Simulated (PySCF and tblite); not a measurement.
Results of a calculation; reference values are marked as such.
# Dynamics report: rotation

System: C₅H₇BrF (charge +1), numbered as in [CH3:1]/[CH:2]=[CH:3]\[C+:4]([Br:5])[CH2:6][F:7].

Motion: rotation about the C3–C4 bond (torsion C2–C3–C4–Br5 from 0° to 164°, rising). Geometries: GFN2-xTB; energies: PBE0/pcSseg-1 + D3(BJ); zero-point and thermal terms from GFN2-xTB harmonic modes (soft modes blended into free rotors). Rates follow Eyring's equation with the number of equivalent paths and no tunnelling. (PySCF 2.14 with density fitting, tblite 0.8.)

| point | symmetry | E(GFN2) kcal/mol | E(DFT) kcal/mol | ZPE change kcal/mol | lowest mode cm⁻¹ |
| --- | --- | --- | --- | --- | --- |
| start | Cs | 0.0 | 0.0 | 0.00 | 32 |
| saddle | C1 | 18.1 | 22.1 | -1.45 | 510i |
| end | C1 | 1.9 | 3.1 | 0.05 | 86 |

```json
{"Electronic barrier": "22.1 kcal/mol", "Barrier with zero-point energy": "20.6 kcal/mol", "ΔH‡ (298 K)": "20.5 kcal/mol", "ΔS‡ (298 K, symmetry apart)": "-0.7 cal/(mol K)", "Paths": "2 equivalent paths", "End point": "a different minimum", "Mean lifetime of the start against this motion at 298 K": "2 min", "Cost": "2.7 min on 1 thread of AMD EPYC 7R43 64-Core, on a host shared with other jobs (rough), peak memory 0.79 GiB, launched as `OMP_NUM_THREADS=1 python ens_run.py task.json out`"}
```

| T/K | ΔG‡ kcal/mol | k s⁻¹ | ΔG kcal/mol | k back s⁻¹ |
| --- | --- | --- | --- | --- |
| 150 | 20.6 | 5.3×10⁻¹⁸ | 3.3 | 1.5×10⁻¹³ |
| 200 | 20.6 | 2.3×10⁻¹⁰ | 3.3 | 4.6×10⁻⁷ |
| 250 | 20.7 | 8.9×10⁻⁶ | 3.3 | 0.0037 |
| 298 | 20.7 | 0.0085 | 3.4 | 1.3 |
| 350 | 20.7 | 1.7 | 3.4 | 115 |
| 400 | 20.7 | 78 | 3.4 | 2960 |
| 500 | 20.8 | 1.7×10⁴ | 3.5 | 2.8×10⁵ |

ΔG and ΔG‡ leave out symmetry numbers and mirror images; rates count paths: 2 out, 1 back.

The ion is treated without a counter-ion. Spin–orbit effects of heavy atoms on shieldings are missing.
